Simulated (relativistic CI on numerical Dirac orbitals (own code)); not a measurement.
# Line list: Electric-dipole lines, Bi²⁷⁺

These numbers are calculated, not measured: Dirac-Coulomb-Breit CI, orbitals from a KLI potential per configuration, model QED (radiative potential, 1s self-energy scaled to tabulated hydrogen-like ionisation energies), unscaled Slater integrals (own radial code, finite nucleus).

Configurations in the expansion (outside the closed core [Ar] 3d10): 4s²4p⁶4d¹⁰4f¹⁰, 4s²4p⁶4d¹⁰4f⁹5s, 4s²4p⁶4d¹⁰4f⁸5s², 4s²4p⁶4d⁹4f¹¹, 4s²4p⁶4d¹⁰4f⁹5p, 4s²4p⁶4d¹⁰4f⁸5s5p, 4s²4p⁶4d⁸4f¹², 4s²4p⁵4d¹⁰4f¹¹, 4s²4p⁶4d⁹4f¹⁰5s, 4s²4p⁶4d¹⁰4f⁹6s, 4s4p⁶4d¹⁰4f¹¹, 4s²4p⁴4d¹⁰4f¹², 4p⁶4d¹⁰4f¹², 4s4p⁶4d⁹4f¹², 4s4p⁵4d¹⁰4f¹². Levels of other configurations are missing.

```csv
λ vac (nm),Lower,Upper,A (s⁻¹),E lower (cm⁻¹),E upper (cm⁻¹)
9.2899,4s²4p⁶4d¹⁰4f¹⁰ ³G5 [2],4s²4p⁶4d¹⁰4f⁹5s ³H°5 [328],3.10e+05,37472,1113909
9.5074,4s²4p⁶4d¹⁰4f¹⁰ ³D2 [4],4s²4p⁶4d¹⁰4f⁹5s ⁵G°2 [303],7.87e+05,44914,1096724
9.6888,4s²4p⁶4d¹⁰4f¹⁰ ⁵I8 [1],4s²4p⁶4d¹⁰4f⁹5s ³K°8 [195],1.87e+05,0,1032116
9.7151,4s²4p⁶4d¹⁰4f¹⁰ ³M10 [22],4s²4p⁶4d¹⁰4f⁹5s ³M°10 [373],2.48e+06,110663,1139987
9.7405,4s²4p⁶4d¹⁰4f¹⁰ ³L9 [16],4s²4p⁶4d¹⁰4f⁹5s ³K°8 [339],5.98e+05,93293,1119936
9.7567,4s²4p⁶4d¹⁰4f¹⁰ ⁵I6 [5],4s²4p⁶4d¹⁰4f⁹5s ³H°6 [260],3.82e+05,47979,1072913
9.8009,4s²4p⁶4d¹⁰4f¹⁰ ⁵I6 [5],4s²4p⁶4d¹⁰4f⁹5s ³I°7 [252],5.64e+05,47979,1068295
9.8208,4s²4p⁶4d¹⁰4f¹⁰ ⁵I8 [1],4s²4p⁶4d¹⁰4f⁹5s ⁵M°8 [177],1.35e+05,0,1018246
9.8329,4s²4p⁶4d¹⁰4f¹⁰ ³F4 [6],4s²4p⁶4d¹⁰4f⁹5s ³F°4 [271],9.75e+05,62504,1079495
9.8579,4s²4p⁶4d¹⁰4f¹⁰ ⁵I7 [3],4s²4p⁶4d¹⁰4f⁹5s ³K°8 [227],4.31e+05,39971,1054387
9.8752,4s²4p⁶4d¹⁰4f¹⁰ ³H6 [21],4s²4p⁶4d¹⁰4f⁹5s ³H°6 [337],8.01e+05,106134,1118772
9.9179,4s²4p⁶4d¹⁰4f¹⁰ ⁵I6 [5],4s²4p⁶4d¹⁰4f⁹5s ⁵G°6 [231],4.62e+05,47979,1056254
9.9315,4s²4p⁶4d¹⁰4f¹⁰ ⁵I8 [1],4s²4p⁶4d¹⁰4f⁹5s ⁵I°7 [162],1.61e+05,0,1006892
9.9738,4s²4p⁶4d¹⁰4f¹⁰ ³F4 [6],4s²4p⁶4d¹⁰4f⁹5s ³G°5 [245],3.66e+05,62504,1065135
10.038,4s²4p⁶4d¹⁰4f¹⁰ ³M9 [43],4s²4p⁶4d¹⁰4f⁹5s ¹M°9 [383],8.48e+05,150697,1146890
10.040,4s²4p⁶4d¹⁰4f¹⁰ ³L9 [16],4s²4p⁶4d¹⁰4f⁹5s ³K°8 [288],5.60e+05,93293,1089301
10.156,4s²4p⁶4d¹⁰4f¹⁰ ⁵I6 [5],4s²4p⁶4d¹⁰4f⁹5s ³I°6 [196],2.64e+05,47979,1032576
10.161,4s²4p⁶4d¹⁰4f¹⁰ ⁵G6 [10],4s²4p⁶4d¹⁰4f⁹5s ⁵H°7 [240],8.54e+05,77903,1062099
10.198,4s²4p⁶4d¹⁰4f¹⁰ ³M9 [43],4s²4p⁶4d¹⁰4f⁹5s ³M°9 [358],1.58e+06,150697,1131319
10.221,4s²4p⁶4d¹⁰4f¹⁰ ⁵G6 [10],4s²4p⁶4d¹⁰4f⁹5s ⁵G°6 [231],7.08e+05,77903,1056254
10.476,4s²4p⁶4d¹⁰4f¹⁰ ³G5 [2],4s²4p⁶4d¹⁰4f⁹5s ⁵I°5 [147],2.08e+05,37472,992078
10.514,4s²4p⁶4d¹⁰4f¹⁰ ¹L8 [29],4s²4p⁶4d¹⁰4f⁹5s ³N°9 [268],5.44e+05,127494,1078582
10.514,4s²4p⁶4d¹⁰4f¹⁰ ¹K7 [73],4s²4p⁶4d¹⁰4f⁹5s ³I°6 [399],1.70e+06,212234,1163303
10.585,4s²4p⁶4d¹⁰4f¹⁰ ³D2 [4],4s²4p⁶4d¹⁰4f⁹5s ⁵P°2 [146],5.61e+05,44914,989621
10.609,4s²4p⁶4d¹⁰4f¹⁰ ⁵I7 [3],4s²4p⁶4d¹⁰4f⁹5s ⁵I°7 [140],5.02e+05,39971,982591
10.676,4s²4p⁶4d¹⁰4f¹⁰ ⁵I6 [5],4s²4p⁶4d¹⁰4f⁹5s ⁵H°6 [144],5.19e+05,47979,984679
10.836,4s²4p⁶4d¹⁰4f¹⁰ ³D2 [4],4s²4p⁶4d¹⁰4f⁹5s ³F°3 [132],4.09e+05,44914,967772
10.842,4s²4p⁶4d¹⁰4f¹⁰ ⁵I5 [9],4s²4p⁶4d¹⁰4f⁹5s ⁵I°5 [147],1.17e+06,69771,992078
10.896,4s²4p⁶4d¹⁰4f¹⁰ ⁵G5 [23],4s²4p⁶4d¹⁰4f⁹5s ³G°5 [194],1.18e+06,114288,1032081
10.937,4s²4p⁶4d¹⁰4f¹⁰ ³G5 [2],4s²4p⁶4d¹⁰4f⁹5s ⁵F°5 [123],9.58e+05,37472,951827
11.059,4s²4p⁶4d¹⁰4f¹⁰ ⁵I8 [1],4s²4p⁶4d¹⁰4f⁹5s ⁷H°7 [109],1.34e+05,0,904232
11.070,4s²4p⁶4d¹⁰4f¹⁰ ⁵G6 [10],4s²4p⁶4d¹⁰4f⁹5s ⁷H°6 [138],7.94e+05,77903,981208
11.203,4s²4p⁶4d¹⁰4f¹⁰ ⁵G5 [15],4s²4p⁶4d¹⁰4f⁹5s ⁷H°5 [141],1.27e+06,90144,982743
11.210,4s²4p⁶4d¹⁰4f¹⁰ ³G5 [2],4s²4p⁶4d¹⁰4f⁹5s ⁷H°5 [114],1.11e+06,37472,929506
11.300,4s²4p⁶4d¹⁰4f¹⁰ ⁵I8 [1],4s²4p⁶4d¹⁰4f⁹5s ⁷H°8 [108],3.94e+05,0,884947
11.311,4s²4p⁶4d¹⁰4f¹⁰ ¹N10 [65],4s²4p⁶4d¹⁰4f⁹5s ³N°10 [267],1.80e+06,193896,1078003
11.378,4s²4p⁶4d¹⁰4f¹⁰ ³K6 [68],4s²4p⁶4d¹⁰4f⁹5s ³K°6 [275],1.36e+06,201924,1080808
11.465,4s²4p⁶4d¹⁰4f¹⁰ ³M10 [22],4s²4p⁶4d¹⁰4f⁹5s ³L°9 [142],4.51e+05,110663,982884
11.483,4s²4p⁶4d¹⁰4f¹⁰ ³M10 [22],4s²4p⁶4d¹⁰4f⁹5s ³M°10 [139],9.44e+05,110663,981547
11.571,4s²4p⁶4d¹⁰4f¹⁰ ⁵I7 [3],4s²4p⁶4d¹⁰4f⁹5s ⁷H°7 [109],1.81e+05,39971,904232
11.620,4s²4p⁶4d¹⁰4f¹⁰ ³H4 [7],4s²4p⁶4d¹⁰4f⁹5s ⁵F°4 [113],8.19e+05,67324,927937
11.797,4s²4p⁶4d¹⁰4f¹⁰ ¹N10 [65],4s²4p⁶4d¹⁰4f⁹5s ³M°10 [209],1.23e+06,193896,1041543
11.855,4s²4p⁶4d¹⁰4f¹⁰ ³K6 [24],4s²4p⁶4d¹⁰4f⁹5s ⁵H°7 [128],4.22e+05,114812,958351
11.933,4s²4p⁶4d¹⁰4f¹⁰ ⁵G6 [10],4s²4p⁶4d¹⁰4f⁹5s ⁵F°5 [111],1.52e+06,77903,915937
11.943,4s²4p⁶4d¹⁰4f¹⁰ ⁵G6 [10],4s²4p⁶4d¹⁰4f⁹5s ⁷F°6 [110],5.70e+05,77903,915219
```

Terms are leading LS components. Brackets give the number of a level in order of energy, since labels repeat. The list gives strong lines, with weight on those to low levels, without lines whose two gauges differ by over a factor of 2.5, among the lowest 400 of 9409 levels, so that lines to higher ones, which can be the strongest, are missing. Levels whose partners in the same complex of configurations lie outside the list can be far off, and so can their lines. Rates are taken at the computed energies, electric ones in the length gauge.

At this charge energies of transitions that change n are usually good to better than 1 %, and those within a shell (Δn = 0) to a few per cent. Terms inside the open d or f shell come out 10 to 20 % too wide with unscaled integrals.

LS names give the leading component of a level, which can be under half, so a name can repeat, a term be missing and a line seem to break the LS rules.
